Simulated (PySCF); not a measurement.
# Functional dependence of a UV spectrum

Species: CH₈OSSi₂.
SMILES: `CS[Si@@H](O)[SiH3]`

Linear-response calculations in the def2-SVPD basis (PySCF; singlets by full response, triplets Tamm–Dancoff, core orbitals frozen in the response; HF means time-dependent Hartree–Fock). 'Strongest' is the level of largest summed f among the singlets computed (10 roots, of which the last may lack a degenerate partner); it can jump between rows when another state enters that window. S1 is the lowest singlet of each run and needn't be the same state throughout; f(S1) is that of one state. The structure is a single PBE0-D3(BJ)/def2-SVP conformer in the gas phase; no vibrational or solvent corrections.

| functional | kind | S1 (eV) | f(S1) | strongest (eV) | T1 (eV) | HOMO (eV) | gap (eV) | ionisation energy, ΔSCF (eV) |
| --- | --- | --- | --- | --- | --- | --- | --- | --- |
| LDA | LDA | 4.36 | 0.010 | 5.62 | 4.15 | -5.79 | 4.24 | 8.64 |
| PBE | GGA | 4.44 | 0.010 | 5.67 | 4.19 | -5.72 | 4.33 | 8.53 |
| PBE0 | global hybrid, 25% exact exchange | 5.02 | 0.012 | 7.23 | 4.67 | -6.87 | 6.30 | 8.76 |
| BHandHLYP | global hybrid, 50% exact exchange | 5.44 | 0.012 | 7.67 | 5.06 | -7.90 | 8.14 | 8.80 |
| CAM-B3LYP | range-separated hybrid | 5.25 | 0.011 | 7.46 | 4.89 | -8.14 | 8.51 | 8.89 |
| wB97X-D | range-separated hybrid | 5.31 | 0.012 | 7.58 | 4.99 | -8.66 | 9.82 | 8.89 |
| LC-wPBE | range-separated hybrid | 5.57 | 0.012 | 8.02 | 5.10 | -9.47 | 10.92 | 9.02 |
| HF | Hartree–Fock | 6.09 | 0.013 | 8.41 | 5.50 | -9.52 | 11.56 | not settled |

Problem. What does B3LYP (global hybrid, 20% exact exchange) give?

Solution. S1 (eV) 4.90, f(S1) 0.011, strongest (eV) 7.06, T1 (eV) 4.62, HOMO (eV) -6.65, gap (eV) 5.89, ionisation energy, ΔSCF (eV) 8.76. S1 runs from 4.36 eV (LDA) to 6.09 eV (HF), a spread of 1.73 eV, while the orbital gap spreads over 7.3 eV. Along PBE (0%), B3LYP (20%), PBE0 (25%), BHandHLYP (50%), HF (100%) S1 rises with the share of exact exchange. −ε(HOMO) comes closest to its own ΔSCF ionisation energy with wB97X-D (-0.23 eV) and misses most with LDA (-2.84 eV). 'Not settled' means that the ion's SCF failed to converge or may have ended in another state than the lowest.

Without π bonds the low states are Rydberg-like; a valence basis with one diffuse set may place them up to an eV too high.
